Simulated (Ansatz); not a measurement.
Reactions of `C[O][Ge]([O]C)([O]C)[O]C`.

Computed with Ansatz on PBE0-D4/def2-TZVP structures; ΔE is electronic, products minus reactants. CCSD(T)/CBS is the MP2 limit (def2-TZVPP, def2-QZVPP) plus CCSD(T) − MP2 in def2-TZVPP, frozen cores. def2 core potentials past Kr. For Ge, In, Se outer-core shells are correlated without core-valence functions, which leaves a few kJ/mol of doubt a bond. Scalar relativity is left out up to krypton. Each species was taken in one conformer, which may not be the lowest.

| reaction | HF/CBS(def2) (kJ/mol) | CCSD(T)/CBS(def2) (kJ/mol) |
| --- | --- | --- |
| `C[O][Ge]([O]C)([O]C)[O]C` + `[SeH][InH2]` → `C[Se][InH2]` + `C[O][Ge]([OH])([O]C)[O]C` | -30 | -45 |
| `C[O][Ge]([O]C)([O]C)[O]C` + `C1CCCC1` → `CC1CCCC1` + `C[O][Ge]([OH])([O]C)[O]C` | -53 | -65 |
| `C[O][Ge]([O]C)([O]C)[O]C` + `C[Si](N)(O)F` → `CO[Si](C)(N)F` + `C[O][Ge]([OH])([O]C)[O]C` | -4 | 1 |
| `C[O][Ge]([O]C)([O]C)[O]C` + `CC#CO` → `CC#COC` + `C[O][Ge]([OH])([O]C)[O]C` | -20 | -15 |

Largest T1 diagnostic: 0.013, for `C[Se][InH2]`.
